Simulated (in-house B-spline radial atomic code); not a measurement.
Configurations of the phosphorus ion P⁴⁺, with energies counted from [Ne] 3s1. Level of theory: non-relativistic CAM-B3LYP, spin-polarised, spherical fractional occupations, exact exchange averaged over the configuration, point nucleus; calculated with a B-spline radial code for spherical atoms. Shells without spins written out take the highest spin.

Occupations are held fixed; configurations that lie above the ionisation limit could autoionise.

| configuration | E - E(ref) (eV) | highest orbital | its <r> (bohr) |
| --- | --- | --- | --- |
| [Ne] 3d1 | 25.259 | 3d up | 1.909 |
| [He] 2s2 2p5 3s2 | 130.88 | 3s down | 1.528 |
| [He] 2s2 2p5 3s1 4s1 | 167.33 | 4s up | 3.124 |
| [He] 2s2 2p5 3s1 4f1 | 178.65 | 4f up | 3.407 |
| [He] 2s1 2p6 3s1 3p1 | 188.52 | 3p up | 1.6 |
| [He] 2s1 2p6 3s1 4p1 | 220.04 | 4p up | 3.352 |

Task: Order these further configurations by energy, lowest first.
A. [He] 2s1 2p6 3s1 4d1
B. [He] 2s2 2p5 3s1 3d1
C. [He] 2s1 2p6 3s2
D. [He] 2s2 2p5 3s1 4d1
E. [Ne] 3p1

Result: E (10.795 eV), B (155.73 eV), D (176.49 eV), C (179.91 eV), A (225.22 eV).

Task: How far above the reference does [Ne] 4f1 lie?

Result: 44.229 eV; its least bound orbital is 4f up with <r> = 3.541 bohr.
